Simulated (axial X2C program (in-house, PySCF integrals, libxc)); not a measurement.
**Curves of PmI from open-shell CI on f4 s2**

Computed with an axial X2C code built on PySCF integrals: two-component X2C with atomic mean-field Coulomb and Gaunt terms, basis Pm dyall-v3z, I dyall-v3z (cores contracted in-house). Orbitals come from Hartree–Fock averaged over the configuration Pm f4 s2; CI then distributes these electrons over the f, s shells of Pm.

Scan along the bond; masses Pm 144.913 u, I 126.904 u. Energies in cm⁻¹ from the lowest point; levels are followed by energy order within each Ω. Lowest level at 2.925 Å: 100% f4 s2.

```
R (Å)  (1)Ω=0  (1)Ω=1  (1)Ω=2  (1)Ω=3  (1)Ω=4  (2)Ω=0  (2)Ω=1  (2)Ω=2  (2)Ω=3
2.720    1646    1678    1750    1840    2085    3146    3155    3184    3250
2.823     366     397     472     572     818    1866    1877    1910    1979
2.925       0      31     107     213     456    1501    1513    1548    1619
3.042     357     387     462     572     809    1860    1871    1908    1980
3.159    1275    1303    1377    1488    1718    2779    2791    2829    2899
3.291    2735    2762    2833    2943    3163    4242    4254    4291    4359
3.451    4839    4863    4931    5038    5246    6350    6362    6398    6463
```

(1) Fit the curves (1)Ω=0, (1)Ω=1, (1)Ω=2, (1)Ω=3, (1)Ω=4, (2)Ω=0, (2)Ω=1, (2)Ω=2, (2)Ω=3 near their minima.

The 9 lowest curves are shown; the next is (2)Ω=4, from 1742 cm⁻¹.

Dynamic correlation is missing, so gaps between terms are too wide and other configurations may lie lower; the lowest level listed is that of this model, not necessarily the ground state. At most 4 roots were kept for each Ω > 0 (twice that for Ω = 0) within 2.2 eV of the lowest, so higher up levels can be missing between those listed; levels with Ω > 0 are doubly degenerate and listed once, Ω = 0 levels singly.

Answers

(1) From the open-shell CI curves, Te from the lowest:

```tsv
level	Te (cm⁻¹)	Re (Å)	ωe (cm⁻¹)
(1)Ω=0	0	2.926	174.0
(1)Ω=1	31	2.927	173.9
(1)Ω=2	107	2.926	173.7
(1)Ω=3	213	2.926	173.5
(1)Ω=4	456	2.926	173.1
(2)Ω=0	1502	2.926	174.1
(2)Ω=1	1513	2.926	174.0
(2)Ω=2	1548	2.926	174.0
(2)Ω=3	1619	2.926	173.8
```

Without dynamic correlation distances can be off by several hundredths of an Å (long for ionic bonds, short for multiple bonds) and the wavenumbers are rough.
